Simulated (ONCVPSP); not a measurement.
PBEsol ONCV dataset for manganese, scalar-relativistic all-electron reference.

The input file (ONCVPSP 4.0.1):

```
# ATOM AND REFERENCE CONFIGURATION
# atsym  z   nc   nv     iexc    psfile
  Mn 25.00    4    3  -116133      upf
#
#   n    l    f
    1    0    2.00
    2    0    2.00
    2    1    6.00
    3    0    2.00
    3    1    6.00
    3    2    5.00
    4    0    0.50
#
# PSEUDOPOTENTIAL AND OPTIMIZATION
# lmax
    2
#
#   l,   rc,      ep,       ncon, nbas, qcut
    0    1.75    0.00    4    7    4.70
    1    0.95    0.00    4    7    7.30
    2    1.40    0.00    4    8   13.00
#
# LOCAL POTENTIAL
# lloc, lpopt,  rc(5),   dvloc0
    4    5    0.80    6.00
#
# VANDERBILT-KLEINMAN-BYLANDER PROJECTORs
# l, nproj, debl
    0    1    2.10
    1    1    3.50
    2    2    3.80
#
# MODEL CORE CHARGE
# icmod, fcfact, rcfact
    3    1.50    1.65
#
# LOG DERIVATIVE ANALYSIS
# epsh1, epsh2, depsh
   -4.00    5.00    0.02
#
# OUTPUT GRID
# rlmax, drl
    6.00    0.01
#
# TEST CONFIGURATIONS
# ncnf
    4
# nvcnf
#   n    l    f
    3
    3    1    6.00
    3    2    5.00
    4    0    2.00
#
    3
    3    1    6.00
    3    2    5.00
    4    0    1.00
#
    3
    3    1    6.00
    3    2    5.00
    4    0    0.00
#
    4
    3    1    6.00
    3    2    5.00
    4    0    0.00
    4    1    2.00
#
```

Command:

```bash
oncvpsp.x < Mn.dat > Mn.out
```

Resulting log (shortened: citation, most of the input echo, consistency checks and plot data are left out):

```
ONCVPSP  (Optimized Norm-Conservinng Vanderbilt PSeudopotential)
scalar-relativistic version 4.0.1

#   n    l    f        energy (Ha)
    1    0    2.00    -2.3650451E+02
    2    0    2.00    -2.7774222E+01
    2    1    6.00    -2.3609727E+01
    3    0    2.00    -3.6196915E+00
    3    1    6.00    -2.4751319E+00
    3    2    5.00    -7.1565894E-01
    4    0    0.50    -5.6938717E-01

Reference configufation results
  iterations    24
  all-electron total energy (Ha)   -1.15660360D+03

Begin loop to  construct optimized pseudo wave functions
and semi-local pseudopoentials for all angular momenta

Calculating optimized projector #   1

 for l=   0

    Fraction of norm inside rc  0.140739
    Optimizing pswf for qcut=   4.69 a_B^-1,  ecut=  11.02 Ha

optimize: ERROR ps0norm > uunorm, code will stop
```

The run stopped because the continuity conditions at rc already need more norm inside rc than the all-electron wave has, so norm conservation cannot be met.

The run took about 0.35 s on one core of a shared server CPU.
